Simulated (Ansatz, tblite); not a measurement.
Isomers of GaAs2 (doublet), found by a short tight-binding search and relaxed with r2SCAN-D4/def2-TZVP in Ansatz.

The xTB rows come from tblite. Correlated methods freeze 27 core orbitals; core or outer-core shells of Ga, As are correlated, in sets that lack core-valence functions. In CCSD on the charge 0 doublet the largest single amplitude is 0.25, so its Hartree–Fock determinant may place the open shell otherwise than the density functionals do.

Run but left out: HF/def2-SVP, MP2/def2-SVP (A: ⟨S²⟩ 1.34, where a pure state has 0.75).

A: At BLYP-D4/def2-TZVP the gap within one spin of the charge 0 doublet nearly closes, so an electron or hole may be smeared out by delocalisation error. At CCSD(T)/def2-SVP the charge 0 doublet is spin-contaminated (final ⟨S²⟩ up to 1.34, 0.75 for a pure state). B: At CCSD(T)/def2-SVP the charge 0 doublet is spin-contaminated (final ⟨S²⟩ up to 1.19, 0.75 for a pure state).

Other spin states were run for one of them alone.

A:

Cartesian coordinates in Å:
```
Ga 0.2728 -1.1130 -0.7809
As 0.4016 0.0474 1.3053
As -0.6744 1.0656 -0.5244
```

B:

```xyz
3

Ga   -0.434   -0.440    1.543
As   -0.836    0.254   -1.057
As    1.269    0.186   -0.485
```

**Question.** Estimate which lies lowest at each level, and how far above it the others are (eV).

**Answer.** 
| level | A | B |
| --- | --- | --- |
| GFN1-xTB | 0.63 | 0.00 |
| GFN2-xTB | 0.92 | 0.00 |
| PBE-D4/def2-TZVP | 0.59 | 0.00 |
| BLYP-D4/def2-TZVP | 0.74 | 0.00 |
| r2SCAN-D4/def2-TZVP | 0.52 | 0.00 |
| PBE0-D4/def2-TZVP | 0.56 | 0.00 |
| BHLYP-D4/def2-TZVP | 0.68 | 0.00 |
| CCSD/def2-SVP | 0.60 | 0.00 |
| CCSD(T)/def2-SVP | 0.58 | 0.00 |
Point groups (tolerance 0.1 Å): A Cs, B C2v. A and B have the same bonds, so they are conformers or stereoisomers. Lower isomers may exist.
